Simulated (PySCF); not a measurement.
Two-component Hartree-Fock for As+ (arsenic, charge +1)

Start: [Ar] 3d10 4s2 4p2; 4p1/2 filled at m_j = -1/2, +1/2. Calculated with PySCF 2.14 in x2c-TZVPPall-2c with one added diffuse shell each of s, p, d type (7s8p5d1f, 63 functions): generalised Hartree-Fock with the X2C-1e Hamiltonian and a Gaussian nucleus; spin-orbit coupling (SO) screened by Boettger's factors.

| spinor shell | electrons | ε, screened SO (eV) | weight of nominal j (screened SO) | rms radius, screened SO (bohr) |
| --- | --- | --- | --- | --- |
| 1s1/2 | 2 | -11954.5 | 1.000 | 0.0524 |
| 2s1/2 | 2 | -1582.3 | 1.000 | 0.219 |
| 2p1/2 | 2 | -1408.9 | 1.000 | 0.194 |
| 2p3/2 | 4 | -1371.6 | 1.000 | 0.197 |
| 3s1/2 | 2 | -235.21 | 1.000 | 0.639 |
| 3p1/2 | 2 | -175.22 | 0.997 | 0.659 |
| 3p3/2 | 4 | -169.65 | 0.999 | 0.670 |
| 3d3/2 | 4 | -66.781 | 0.980 | 0.748 |
| 3d5/2 | 6 | -65.932 | 0.987 | 0.749 |
| 4s1/2 | 2 | -27.833 | 0.999 | 2.06 |
| 4p1/2 | 2 | -18.383 | 0.571 | 2.50 |

```json
{"quantity": "E (hartree)", "screened SO": "-2258.71349"}
{"quantity": "M_J", "screened SO": "0"}
{"quantity": "⟨J²⟩", "screened SO": "1.627"}
{"quantity": "⟨L²⟩", "screened SO": "2.008"}
{"quantity": "⟨S²⟩", "screened SO": "1.985"}
```

The determinant has a definite M_J but mixes levels of different J.

Each row is a mean over spinors that exchange with the open shell spreads, by up to 5.020 eV (4s1/2).

Rows whose weight is well below 1 are mixtures of j = l ± 1/2: exchange outweighs spin-orbit coupling there, and the label is only the starting occupation.
